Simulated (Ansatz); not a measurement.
Two isomers of C2H9NOSi: A = `CN[SiH2]OC`, B = `C[SiH2]NCO`.

Gas-phase electronic energies from Ansatz, PBE0-D4/def2-TZVP geometries. CCSD(T)/CBS is the MP2 limit (def2-TZVPP, def2-QZVPP) plus CCSD(T) − MP2 in def2-TZVPP, frozen cores. DFT in def2-TZVPP. Each species was taken in one conformer, which may not be the lowest.

A:

Z-matrix (Å, degrees):
```
C
N 1 1.446
H 1 1.097 2 113.2
H 1 1.095 2 111.5 3 -122.0
H 1 1.093 2 109.3 3 119.7
Si 2 1.705 1 125.8 3 -101.3
H 2 1.008 1 113.8 3 64.7
O 6 1.647 2 117.4 1 85.9
H 6 1.490 2 105.3 1 -34.1
H 6 1.479 2 108.7 1 -157.1
C 8 1.406 6 122.5 2 -64.3
H 11 1.098 8 111.8 6 -49.6
H 11 1.096 8 111.4 6 71.8
H 11 1.092 8 108.6 6 -168.9
```

B:

Z-matrix (Å, degrees):
```
C
Si 1 1.868
H 1 1.094 2 110.5
H 1 1.093 2 111.0 3 -119.7
H 1 1.093 2 111.1 3 120.0
N 2 1.722 1 115.4 3 179.3
H 2 1.491 1 108.3 3 59.3
H 2 1.488 1 109.2 3 -60.7
C 6 1.429 2 125.2 1 -78.0
H 6 1.008 2 120.2 1 91.8
O 9 1.408 6 113.1 2 -123.8
H 9 1.100 6 107.9 2 -0.7
H 9 1.095 6 112.4 2 118.0
H 11 0.962 9 107.1 6 51.5
```

Problem. Which isomer does CCSD(T)/CBS put lower? Give the gap. (Best estimate.)

Solution. Ansatz gave: A, by 65.2 kJ/mol.

Problem. Give E(B) − E(A) in kJ/mol with PBE0-D4, MP2/def2-TZVPP, CCSD(T)/def2-TZVPP, HF/def2-TZVPP, ωB97M-V, CCSD/def2-TZVPP, PBE-D4. (Estimate.)

Solution. Ansatz gave: PBE0-D4 57.1, MP2/def2-TZVPP 65.8, CCSD(T)/def2-TZVPP 65.0, HF/def2-TZVPP 79.0, ωB97M-V 63.5, CCSD/def2-TZVPP 66.9, PBE-D4 54.5. None reverses the order clearly.

Largest T1 diagnostic: 0.011.

In def2-TZVPP, CCSD(T) changes the Hartree–Fock value by −14.0 kJ/mol (the triples alone add −1.9 kJ/mol) and MP2 by −13.2 kJ/mol.
